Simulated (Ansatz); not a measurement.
One change: `S[SiH2][GeH3]` becomes `[AlH2][SiH2][GeH3]`.

Ansatz, PBE0-D4/def2-TZVP geometries, multiplicity 1. Each molecule was computed in one conformer, which needn't be the lowest.

Scalar relativity is left out up to krypton.

| property | `S[SiH2][GeH3]` |
| --- | --- |
| HOMO energy (ωB97M-V/def2-TZVPP) / eV | -9.41 |
| size of the dipole moment (ωB97M-V/def2-TZVPP) / D | 0.90 |
| LUMO energy (PBE0/def2-TZVPP) / eV | -0.26 |
| zero-point energy (PBE0-D4/def2-TZVP) / kJ/mol | 130.9 |
| HOMO–LUMO gap (B3LYP/def2-TZVPP) / eV | 6.65 |
| LUMO energy (B3LYP/def2-TZVPP) / eV | -0.44 |

(1) What does the change do to each property? (Best estimate.)

Results:

(1) The calculation gave: 
```json
{"property": "HOMO energy (ωB97M-V/def2-TZVPP) / eV", "`[AlH2][SiH2][GeH3]`": "-9.38", "shift": "0.03"}
{"property": "size of the dipole moment (ωB97M-V/def2-TZVPP) / D", "`[AlH2][SiH2][GeH3]`": "0.49", "shift": "-0.41"}
{"property": "LUMO energy (PBE0/def2-TZVPP) / eV", "`[AlH2][SiH2][GeH3]`": "-2.20", "shift": "-1.94"}
{"property": "zero-point energy (PBE0-D4/def2-TZVP) / kJ/mol", "`[AlH2][SiH2][GeH3]`": "139.6", "shift": "8.7"}
{"property": "HOMO–LUMO gap (B3LYP/def2-TZVPP) / eV", "`[AlH2][SiH2][GeH3]`": "4.87", "shift": "-1.78"}
{"property": "LUMO energy (B3LYP/def2-TZVPP) / eV", "`[AlH2][SiH2][GeH3]`": "-2.38", "shift": "-1.94"}
```

With PBE0 the HOMO falls by 0.13 eV and the LUMO falls by 1.94 eV, so the gap narrows by about 1.81 eV. PBE moves the HOMO by -0.27 eV and ωB97M-V by 0.03 eV. The zero-point energy changes by 8.7 kJ/mol with +3 modes. Dipoles are sizes alone; their direction can turn.

B3LYP here is the variant with VWN-RPA as its local correlation; programs differ in this.
